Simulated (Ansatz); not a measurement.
One change: `C[Se]C(O)F` becomes `C[Se]C(O)O`.

Ansatz, PBE0-D4/def2-TZVP geometries, multiplicity 1. Each molecule was computed in one conformer, which needn't be the lowest.

Scalar relativity is left out up to krypton.

| property | `C[Se]C(O)F` |
| --- | --- |
| HOMO energy (B3LYP/def2-TZVPP) / eV | -6.22 |
| size of the dipole moment (ωB97M-V/def2-TZVPP) / D | 3.06 |
| HOMO–LUMO gap (PBE/def2-TZVPP) / eV | 4.42 |
| size of the dipole moment (B3LYP/def2-TZVPP) / D | 3.05 |
| HOMO–LUMO gap (ωB97M-V/def2-TZVPP) / eV | 10.58 |
| HOMO energy (ωB97M-V/def2-TZVPP) / eV | -8.65 |

(1) What does the change do to each property? (Best estimate.)

Answers

(1) Computed: 
```
                                          property  `C[Se]C(O)O`  shift
               HOMO energy (B3LYP/def2-TZVPP) / eV         -6.08   0.14
size of the dipole moment (ωB97M-V/def2-TZVPP) / D          1.78  -1.28
               HOMO–LUMO gap (PBE/def2-TZVPP) / eV          4.42   0.00
  size of the dipole moment (B3LYP/def2-TZVPP) / D          1.77  -1.28
           HOMO–LUMO gap (ωB97M-V/def2-TZVPP) / eV         10.52  -0.06
             HOMO energy (ωB97M-V/def2-TZVPP) / eV         -8.51   0.14
```

Dipoles are sizes alone; their direction can turn.

B3LYP here is the variant with VWN-RPA as its local correlation; programs differ in this.

Spin–orbit coupling is left out; it splits and shifts lone-pair levels of the heavy atoms by tenths of an eV.
